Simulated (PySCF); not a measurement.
NMR data sheet: C7H11NOSi

| Item | Value |
| --- | --- |
| Formula | C7H11NOSi |
| SMILES | N#C[C@@]([SiH3])(C=O)C1CCC1 |
| InChI | InChI=1S/C7H11NOSi/c8-4-7(10,5-9)6-2-1-3-6/h5-6H,1-3H2,10H3/t7-/m1/s1 |
| Point group of the computed structure | C1 |
| Degrees of unsaturation | 4 |
| Carbon signals | 7 |
| Proton signals | 9 |

Molfile (atoms numbered from 1):
```
C7H11NOSi
     RDKit          3D

 21 21  0  0  0  0  0  0  0  0999 V2000
   -0.3628   -0.8563    2.8113 N   0  0  0  0  0  0  0  0  0  0  0  0
    0.1492   -0.6810    1.8021 C   0  0  0  0  0  0  0  0  0  0  0  0
    0.7896   -0.4510    0.5452 C   0  0  1  0  0  0  0  0  0  0  0  0
    2.2051    0.8586    0.8460 Si  0  0  0  0  0  4  0  0  0  0  0  0
    1.5260   -1.6631    0.0853 C   0  0  0  0  0  0  0  0  0  0  0  0
    1.7710   -1.9207   -1.0624 O   0  0  0  0  0  0  0  0  0  0  0  0
   -0.1865    0.0639   -0.5133 C   0  0  0  0  0  0  0  0  0  0  0  0
   -1.4661   -0.7650   -0.7375 C   0  0  0  0  0  0  0  0  0  0  0  0
   -2.2839    0.5347   -0.7171 C   0  0  0  0  0  0  0  0  0  0  0  0
   -1.0590    1.2788   -0.1615 C   0  0  0  0  0  0  0  0  0  0  0  0
    2.8049    1.1014   -0.4606 H   0  0  0  0  0  0  0  0  0  0  0  0
    3.1562    0.2879    1.7958 H   0  0  0  0  0  0  0  0  0  0  0  0
    1.5516    2.0431    1.3920 H   0  0  0  0  0  0  0  0  0  0  0  0
    1.8816   -2.3122    0.9097 H   0  0  0  0  0  0  0  0  0  0  0  0
    0.3637    0.2032   -1.4456 H   0  0  0  0  0  0  0  0  0  0  0  0
   -1.4985   -1.3487   -1.6546 H   0  0  0  0  0  0  0  0  0  0  0  0
   -1.6939   -1.4159    0.1057 H   0  0  0  0  0  0  0  0  0  0  0  0
   -3.1658    0.5308   -0.0816 H   0  0  0  0  0  0  0  0  0  0  0  0
   -2.5647    0.8706   -1.7128 H   0  0  0  0  0  0  0  0  0  0  0  0
   -0.7971    2.2160   -0.6493 H   0  0  0  0  0  0  0  0  0  0  0  0
   -1.1297    1.4420    0.9131 H   0  0  0  0  0  0  0  0  0  0  0  0
  1  2  3  0
  3  2  1  1
  3  4  1  0
  3  5  1  0
  5  6  2  0
  3  7  1  0
  7  8  1  0
  8  9  1  0
  9 10  1  0
 10  7  1  0
  4 11  1  0
  4 12  1  0
  4 13  1  0
  5 14  1  0
  7 15  1  0
  8 16  1  0
  8 17  1  0
  9 18  1  0
  9 19  1  0
 10 20  1  0
 10 21  1  0
M  END
```

[PySCF 2.14.0 with density-fitted response routines: GIAO PBE0/pcSseg-1 shieldings; geometry from GFN2-xTB; non-relativistic; isolated molecule; one conformer; rapidly exchanging positions averaged]

Shifts are taken against calculated references (same method and geometry level): TMS for ¹H (31.72 ppm), ¹³C (186.93 ppm), ²⁹Si (349.16 ppm); ¹⁵N (267.73 ppm) vs NH3; ¹⁷O (336.08 ppm) vs H2O.

| carbon | δC, type | δH (multiplicity) | HMBC from (2–3 bonds) | span of the C tensor (ppm) |
| --- | --- | --- | --- | --- |
| C2 | 123.0, C | – | H14, H11/H12/H13, H15 | 338 |
| C3 | 51.3, C | – | H14, H11/H12/H13, H15, H16, H21, H20, H17 | 66 |
| C5 | 200.8, CH | 9.94 (s) | H11/H12/H13, H15 | 195 |
| C7 | 33.3, CH | 3.30 (m) | H14, H11/H12/H13, H16, H21, H20, H17, H19, H18 | 29 |
| C8 | 28.0, CH2 | H16 2.41 (m); H17 2.15 (m) | H15, H21, H20, H19, H18 | 40 |
| C9 | 17.2, CH2 | H18 1.95 (m); H19 2.04 (m) | H15, H16, H21, H20, H17 | 20 |
| C10 | 25.2, CH2 | H20 2.18 (m); H21 2.27 (m) | H15, H16, H17, H19, H18 | 35 |

Other nuclei:
```csv
atoms,nucleus,environment,δ (ppm),σ (ppm)
H11/H12/H13,¹H,hydrogen on a silicon bonded to C,3.93,27.78
Si4,²⁹Si,"silicon bonded to C, 3 H",-57.3,406.5
N1,¹⁵N,nitrile nitrogen,313.3,-45.6
O6,¹⁷O,aldehyde oxygen,680.1,-344.0
```

- Carbon types of the structure: 2 × C, 2 × CH, 3 × CH2, leaving 3 H on heteroatoms.
- δC 200.8: aldehyde carbonyl carbon; the double bond to the heteroatom, with no lone-pair donor beside it, deshields it most.
- δC 123.0: nitrile carbon; C≡N carbons fall here, among the sp2 signals but without a proton.
- δC 33.3: sp3 CH in a ring; aliphatic region, no heteroatom directly attached.
- δC 28.0, 25.2, 17.2: sp3 CH2 in a ring; a saturated carbon with 2 carbon neighbours and no heteroatom attached.
- δH 9.94: hydrogen on an aldehyde carbonyl carbon; the formyl region, downfield of aromatic protons.

Shifts are as computed. Against solution values, carbons near 30 ppm lie about +3 ppm off and those near 130 ppm about +5 ppm. Of 1309 compounds with measured shifts, 239 miss one by over three times the rms of a fit or turn the order of signals round; such compounds aren't used in these exercises. Unscaled 17O shifts of doubly bonded oxygen tend to come out too high, by tens of ppm or more. Experimental scales use liquid or dissolved standards, which lie at an offset from isolated NH3 (liquid NH3: subtract about 20 ppm) and H2O (liquid H2O: subtract about 36 ppm). Unscaled 15N shifts of sp2 nitrogen come out 20 to 40 ppm too high even then. No couplings were computed; multiplicities are counted from neighbouring protons, with m where these are inequivalent, close in shift, in a saturated or five-membered ring or joined by F or P, and br s for small geminal =CH2 splittings.
